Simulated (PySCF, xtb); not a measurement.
ClGeH₂N, SMILES [NH2][Ge][Cl] (connectivity only; charge and spin as stated), neutral, multiplicity 1.

xtb with GFN2-xTB at its own geometry gives an orbital gap of 4.36 eV and a dipole moment of 3.25 D.

The structure is a stationary point at B3LYP-D3(BJ)/def2-TZVP. One conformer was computed; it need not be the lowest.

**Question.** What does PySCF with PBE0/def2-TZVPD give? (Estimate from the structure and the level; the computed values follow.)

**Answer.** gap 5.69 eV (levels -7.64 and -1.95 eV), dipole 2.94 D.
